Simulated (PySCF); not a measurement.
The vertical singlet excitations below were computed for one of the candidates. The calculation used PySCF 2.14.0, density-fitted response routines, TDDFT CAM-B3LYP/def2-SVPD, vertical, gas phase, core orbitals frozen in the response. Geometries: PBE0-D3(BJ)/def2-SVP, one conformer each.

| state | λ (nm) | f |
| --- | --- | --- |
| S1 | 264.7 | 1.008 |
| S2 | 199.8 | 0.0089 |
| S3 | 191.7 | 0.0000 |
| S4 | 190.5 | 0.0000 |
| S5 | 177.3 | 0.0000 |
| S6 | 176.7 | 0.0000 |
| S7 | 173.2 | 0.096 |
| S8 | 172.1 | 0.0000 |
| S9 | 164.6 | 0.040 |
| S10 | 160.3 | 0.0022 |

Question: Which structure fits? All have the formula C6H6F2.
A. `FC1=C[C@@H](F)C=CC1`
B. `FC1=CCC=C[C@@H]1F`
C. `C=C/C(F)=C(\F)C=C`

Answer: C. Its S1, at 4.68 eV, is the lowest among the candidates; the nearest of the others has S1 at 6.58 eV. S1 is HOMO→LUMO (98%). Löwdin shares by element: HOMO carbon 65% or more (atoms not listed hold the other 35%); LUMO carbon 62% or more (atoms not listed hold the other 38%). At the same level the other candidates give, for their lowest levels:
- `FC1=C[C@@H](F)C=CC1`: 187 nm (f 0.033); 182 nm (f 0.011); 174 nm (f 0.058); 169 nm (f 0.012); 167 nm (f 0.004); T1 4.34 eV; HOMO -8.92, LUMO 0.82 eV
- `FC1=CCC=C[C@@H]1F`: 188 nm (f 0.053); 183 nm (f 0.016); 175 nm (f 0.081); 172 nm (f 0.004); 167 nm (f 0.018); T1 4.28 eV; HOMO -8.86, LUMO 0.76 eV

Conformer computed: `[CH2:1]=[CH:2]/[C:3]([F:4])=[C:5](\[F:6])[CH:7]=[CH2:8]`: C1–C2–C3–F4 0°, C3–C5–C7–C8 180°.
Triplets come from the Tamm–Dancoff approximation.
